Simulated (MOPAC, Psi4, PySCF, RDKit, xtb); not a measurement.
Two geometries of H6N2Si, SMILES [SiH2](N)N, relaxed at B3LYP-D3(BJ)/def2-SVP with one dihedral held; other torsions can differ between them too.

Structure A

```
9

N      0.2807     2.2333     0.5124
Si    -0.0839     0.6065     0.0772
N     -0.5520     0.4943    -1.5869
H     -0.2228     2.7259     1.2396
H      0.8806     2.8408    -0.0340
H      1.0654    -0.3449     0.1702
H     -1.1084     0.2061     1.0948
H     -1.3695     0.9808    -1.9419
H     -0.3680    -0.3541    -2.1130
```

Structure B

```
9

N      1.3720    -0.4459     0.1970
Si    -0.0261     0.5685     0.1804
N     -1.4187    -0.4220     0.4409
H      2.2673    -0.0866     0.5102
H      1.4790    -1.2198    -0.4508
H      0.2932     1.6075     1.2124
H     -0.3484     1.2887    -1.0936
H     -2.3233    -0.1431     0.0757
H     -1.5100    -0.9913     1.2765
```

Task: Which is lower in energy at the level DF-MP2 (frozen core)/cc-pVTZ // B3LYP-D3(BJ)/def2-SVP (Psi4), and by how much?

Result: B is lower, by 1.82 kJ/mol (dihedral H4–N1–Si2–N3: 120° in A, -150° in B).

E(B) − E(A) in kJ/mol at the other levels, on the same two geometries: MMFF94 // B3LYP-D3(BJ)/def2-SVP (RDKit) -9.36; PBE0/def2-TZVP // B3LYP-D3(BJ)/def2-SVP (Psi4) -1.41; PBE0-D3(BJ)/def2-TZVP // B3LYP-D3(BJ)/def2-SVP (Psi4) -1.43; PBE/def2-TZVP // B3LYP-D3(BJ)/def2-SVP (Psi4) -1.46; PBE-D3(BJ)/def2-TZVP // B3LYP-D3(BJ)/def2-SVP (Psi4) -1.48; M06-2X/def2-TZVP // B3LYP-D3(BJ)/def2-SVP (Psi4) -1.21; HF/cc-pVTZ // B3LYP-D3(BJ)/def2-SVP (Psi4) -1.56; UFF // B3LYP-D3(BJ)/def2-SVP (RDKit) -6.32; PM3, restricted, heats of formation // B3LYP-D3(BJ)/def2-SVP (MOPAC) -1.47; AM1, restricted, heats of formation // B3LYP-D3(BJ)/def2-SVP (MOPAC) 5.99; GFN1-xTB // B3LYP-D3(BJ)/def2-SVP (xtb) -1.03; restricted B3LYP/6-31G*, spherical d // B3LYP-D3(BJ)/def2-SVP (PySCF) -1.44; restricted M06-2X/6-31G*, spherical d // B3LYP-D3(BJ)/def2-SVP (PySCF) -1.52; restricted LDA (SVWN5)/6-31G*, spherical d // B3LYP-D3(BJ)/def2-SVP (PySCF) -1.22; restricted B3LYP/LANL2DZ, with its core potentials past Ne // B3LYP-D3(BJ)/def2-SVP (PySCF) 2.89.
